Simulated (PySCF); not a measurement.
# 29Si chemical shifts

[PySCF: NMR shieldings at PBE0/pcSseg-1/GIAO; geometry: GFN2-xTB; fast rotation and ring inversion assumed for equivalent nuclei; non-relativistic Hamiltonian; gas phase; one computed conformer]

Shieldings were converted by a linear fit to measured shifts: 29Si: δ = 279.94 − 0.822σ (rms 8.9 ppm, 72 shifts, 25.8 ppm with the 6 outliers that the fit left out vs TMS, solution or neat liquid). A few per cent of atoms miss by over 2 rms, more outside the fitted compound classes.

Task: Give the 29Si shifts of `O=CN([SiH3])[SiH3]`, `O=CN[SiH2][SiH3]`, `FC(F)[Si@H](F)[SiH2]P`, `CS[SiH2][SiH2]C(C)(C)C=O`, `CS[SiH2]C[C@H]([SiH3])C(C)=O`, `CCCn1nncc1[SiH3]`.

Result: 
```tsv
compound	environment	δ (ppm)
O=CN([SiH3])[SiH3]	silicon bonded to N, 3 H (×2)	-59.4
[O:1]=[CH:2][NH:3][SiH2:4][SiH3:5]	Si4: silicon bonded to N, Si, 2 H	-62.2
[O:1]=[CH:2][NH:3][SiH2:4][SiH3:5]	Si5: silicon bonded to Si, 3 H	-109.0
[F:1][CH:2]([F:3])[Si@H:4]([F:5])[SiH2:6][PH2:7]	Si4: silicon bonded to C, F, Si, H	15.6
[F:1][CH:2]([F:3])[Si@H:4]([F:5])[SiH2:6][PH2:7]	Si6: silicon bonded to P, Si, 2 H	-83.6
[CH3:1][S:2][SiH2:3][SiH2:4][C:5]([CH3:6])([CH3:7])[CH:8]=[O:9]	Si3: silicon bonded to S, Si, 2 H	-47.9
[CH3:1][S:2][SiH2:3][SiH2:4][C:5]([CH3:6])([CH3:7])[CH:8]=[O:9]	Si4: silicon bonded to C, Si, 2 H	-49.5
[CH3:1][S:2][SiH2:3][CH2:4][C@H:5]([SiH3:6])[C:7]([CH3:8])=[O:9]	Si3: silicon bonded to C, S, 2 H	-42.2
[CH3:1][S:2][SiH2:3][CH2:4][C@H:5]([SiH3:6])[C:7]([CH3:8])=[O:9]	Si6: silicon bonded to C, 3 H	-59.0
CCCn1nncc1[SiH3]	silicon bonded to C, 3 H	-81.2
```
